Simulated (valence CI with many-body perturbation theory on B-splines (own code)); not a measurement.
Level structure of Ge¹¹⁺

Calculated by configuration interaction combined with many-body perturbation theory (CI+MBPT): three valence electrons over a frozen Dirac-Fock core [Ar], a basis of 7 s, 7 p, 8 d, 6 f, 4 g, 1 h functions for each j, with the one-electron correlation potential Σ1, the two-electron term Σ2, the three-electron term Σ3, Breit, model QED; selected CI, second order for the rest, scaled by the run's own slope (own B-spline code, finite nucleus).

No measured levels were compared; by estimate terms of the open shell hold to 2 to 4 % of their energy, and close levels can change places. Only levels of the ground parity were solved; by the run's estimate the other parity begins above the list, which can be wrong where configurations are misplaced.

Levels 1 to 19 of 19, with energies above the lowest level, 3d³ ⁴F_3/2. "Leading %" is the weight of the configuration and term that name the level; weights of strongly mixed levels are sums over their largest components and can fall short, so below about 35 % the name and the second component can differ from the true leading terms, or belong to a minority configuration. Lifetimes count E1, E2, E3, M1 and M2 decay at the calculated energies, and are blank where another channel may lead or the interval is too uncertain; long ones can be off by a factor of two.

```
No.  Configuration  Term     J  E (cm⁻¹)  Leading %      g  Lifetime
  1            3d³    ⁴F   3/2       0.0         99  0.403          
  2            3d³    ⁴F   5/2      2577         99  1.028    1.36 s
  3            3d³    ⁴F   7/2      5735         99  1.236    737 ms
  4            3d³    ⁴F   9/2      9221         98  1.328    882 ms
  5            3d³    ⁴P   1/2     33542         94  2.558    3.40 s
  6            3d³    ⁴P   3/2     33588         85  1.659    434 ms
  7            3d³    ²G   7/2     36976         99  0.890   55.4 ms
  8            3d³    ⁴P   5/2     37738         99  1.594    589 ms
  9            3d³    ²G   9/2     39250         83  1.083   38.9 ms
 10            3d³    ²D   3/2     46403         54  1.084   19.4 ms
 11            3d³    ²P   1/2     48408         94  0.776   69.7 ms
 12            3d³    ²H   9/2     51533         84  0.940   63.5 ms
 13            3d³    ²H  11/2     52449        100  1.090    216 ms
 14            3d³    ²D   5/2     54002         98  1.203   23.0 ms
 15            3d³    ²P   3/2     56409         55  1.116   21.7 ms
 16            3d³    ²F   7/2     80803        100  1.141   41.2 ms
 17            3d³    ²F   5/2     82164         99  0.859   59.1 ms
 18            3d³    ²D   5/2    125400         99  1.197   6.75 ms
 19            3d³    ²D   3/2    126640        100  0.799
```

Names give the largest LS component (configuration and term), which can be under half, so a name can repeat, a term be missing and a line seem to break the LS rules; names also repeat where a configuration has a term twice.

The ionisation energy to 3d² ³F2 of the next ion comes out as 326.36 eV (NIST: 326 ± 2.5 eV (theoretical)). All 19 levels together are meant to be complete up to 131720 cm⁻¹.
